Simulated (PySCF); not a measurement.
Löwdin shares of the frontier orbitals

Compound: C5H8GeS.
Cartesian coordinates in Å at the PBE0-D3(BJ)/def2-SVP level; atoms count from 1:
```
atom  x, y, z in Å
C1    -2.6426    0.6616   -0.1180
Ge2   -1.4628   -0.8307    0.3142
C3     0.3888   -0.2587    0.2274
C4     1.3705   -0.7093   -0.6288
C5     2.6203   -0.0518   -0.4558
C6     2.5780    0.8954    0.5339
S7     1.0213    0.9793    1.2497
H8    -2.5232    0.9444   -1.1735
H9    -2.3855    1.5306    0.5053
H10   -3.6943    0.3976    0.0639
H11   -1.6074   -1.9768   -0.7059
H12   -1.7817   -1.3596    1.7276
H13    1.1962   -1.4955   -1.3661
H14    3.5157   -0.2711   -1.0398
H15    3.3823    1.5439    0.8802
```

The calculation used TDDFT CAM-B3LYP/def2-SVPD, vertical, gas phase, core orbitals frozen in the response in PySCF. The CAM-B3LYP/def2-SVPD calculation is non-relativistic and has no spin–orbit coupling, an omission that weighs most on germanium.

Frontier orbitals with the atoms that hold most of them (Löwdin shares over 4%, at most four atoms; ? is withheld):

| orbital | ε (eV) | atoms |
| --- | --- | --- |
| LUMO+2 | 1.35 | S7 60%, H15 8%, C6 6%, C3 4% |
| LUMO+1 | 1.10 | Ge2 30%, S7 20%, C1 11%, H11 6% |
| LUMO | 0.39 | S7 20%, C6 19%, C3 19%, C4 13% |
| HOMO | -8.08 | ? |
| HOMO-1 | -8.49 | ? |
| HOMO-2 | -10.40 | C1 38%, Ge2 25%, C3 8%, H11 5% |
| HOMO-3 | -10.55 | Ge2 26%, C3 22%, H11 20%, S7 12% |

Give the leading atoms of the HOMO.

C3 (bonded to C, Ge and S) 27%; C6 (bonded to C, S and H) 26%; C5 (bonded to 2 C and H) 14%; C4 (bonded to 2 C and H) 14%.

Which atoms hold the HOMO-1, and with what shares?

S7 (bonded to 2 C) 43%; C4 (bonded to 2 C and H) 19%; C5 (bonded to 2 C and H) 18%; C3 (bonded to C, Ge and S) 9%. By element: carbon 45% or more, sulfur 43%.

The HOMO–LUMO gap is 8.47 eV. Where does the response calculation put the lowest singlet, and from which orbitals?

S1 is at 5.58 eV (f = 0.178), 2.89 eV below the gap, made of HOMO→LUMO (91%). 

One configuration dominates each of S1 and S2. Which, and how do the shares of the two leading atoms of either orbital change from the occupied to the empty one?

- S1 (5.58 eV, f 0.178), HOMO→LUMO (91%): C3 27% → 19%, C6 26% → 19%, S7 at most 15% → 20%
- S2 (5.78 eV, f 0.088), HOMO-1→LUMO (82%): S7 43% → 20%, C4 19% → 13%, C6 at most 9% → 19%

The run took 6.4 min of wall time (with the writing of density and orbital grids) on one thread of an Arm Neoverse N1 (shared host), and the process peaked at 1.1 GiB of memory.

One conformer stands for the species.
